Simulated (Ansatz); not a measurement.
Program: Ansatz. Geometries: PBE0-D4/def2-TZVP. ΔE: electronic, gas phase. CCSD(T)/CBS is the MP2 limit (def2-TZVPP, def2-QZVPP) plus CCSD(T) − MP2 in def2-TZVPP, frozen cores. DFT in def2-TZVPP. B3LYP here is the variant with VWN-RPA as its local correlation; programs differ in this. Each species was taken in one conformer, which may not be the lowest.

Consider the formal exchange of groups at the Si–C bond: `C[Si](O)(F)[SiH3]` + `OCF` → `O[SiH](F)[SiH3]` + `COCF`.

```
     level  ΔE (kJ/mol)
r2SCAN0-D4         97.4
     B3LYP         86.2
```

Problem. What does CCSD(T)/CBS give? (Estimate.)

Solution. Computed: +95.4 kJ/mol. The listed levels differ from it by 2.0, -9.2 kJ/mol.

Largest T1 diagnostic among the species: 0.013.

At CCSD(T), def2-SVP lies −18.0 kJ/mol from the extrapolated value and def2-TZVPP −3.2 kJ/mol. In def2-TZVPP, CCSD(T) changes the Hartree–Fock value by +12.6 kJ/mol (the triples alone add +0.8 kJ/mol) and MP2 by +18.2 kJ/mol. Leaving LDA and LC-ωPBE aside and taking each functional with its dispersion term where it has one, the values, not all of them listed here, spread over 9.0 kJ/mol, from BLYP-D4 to r2SCAN0-D4.
